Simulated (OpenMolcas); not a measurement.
# How methods differ on C2H6Te (dimethyl telluride)

C2H6Te has 9 atoms, charge 0, and is taken as a singlet. As SMILES, `C[Te]C`. The coordinates come from a PBE0-D4/def2-TZVP relaxation.

```xyz
9

C    -0.7772    1.0191   -0.8912
Te    1.2436    0.3715   -0.6460
C     0.7821   -1.0339    0.8952
H    -1.3996    0.1800   -1.1962
H    -0.7815    1.7785   -1.6723
H    -1.1419    1.4516    0.0385
H     0.0941   -1.7865    0.5148
H     1.7165   -1.5104    1.1894
H     0.3526   -0.5162    1.7507
```

Quantity: the dipole moment, in D. The values are calculated.

```csv
level,kind,program,value (D),CPU time
SVWN5/def2-SVP (core potential),LDA,OpenMolcas,1.28,30 s
PBE/def2-SVP (core potential),GGA,OpenMolcas,1.20,42 s
M06-L/def2-SVP (core potential),meta-GGA,OpenMolcas,1.01,57 s
TPSS/def2-SVP (core potential),meta-GGA,OpenMolcas,1.24,58 s
r2SCAN/def2-SVP (core potential),meta-GGA,OpenMolcas,1.29,53 s
B3LYP/def2-SVP (core potential),global hybrid,OpenMolcas,1.16,44 s
BHLYP/def2-SVP (core potential),global hybrid,OpenMolcas,1.21,38 s
PBE0/def2-SVP (core potential),global hybrid,OpenMolcas,1.24,41 s
```

The values span 1.01 to 1.29 D. Magnitudes only. CPU times are rough (shared hosts, several kinds of processor): they show what a rung costs within a factor of a few.
